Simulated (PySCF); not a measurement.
## Neon: a sound run and one with changed settings

Sound run: Ne²⁺ [He] 2s2 2p4, Ne³⁺ [He] 2s2 2p3. Calculation: PySCF 2.14, in pcseg-2 (4s3p2d1f, 30 functions); the non-relativistic Hamiltonian (point nucleus). The sound run starts from symmetry-adapted Hartree-Fock orbitals and uses a fine grid where one is needed.

Changed run: radial step 0.5 in ln r (0.13 in the sound run). This setting is unsound on purpose.

```
species  method  sound run (hartree)  changed run (hartree)  converged
   Ne²⁺     UHF           -126.36567             -126.36567        yes
   Ne²⁺  M06-2X           -126.63066             -126.62861        yes
   Ne²⁺     LDA           -125.88277             -125.87960        yes
   Ne³⁺     UHF           -124.09000             -124.09000        yes
   Ne³⁺  M06-2X           -124.29764             -124.29961        yes
   Ne³⁺     LDA           -123.54154             -123.53780        yes
```

Ionisation energy of Ne²⁺:

```tsv
method	sound run (eV)	changed run (eV)
UHF	61.924	61.924
M06-2X	63.485	63.375
LDA	63.708	63.724
```

A coarse radial grid mis-integrates the density and the exchange-correlation energy, with errors of either sign; Hartree-Fock needs no grid.

For comparison, NIST gives 63.423 eV between the lowest levels.
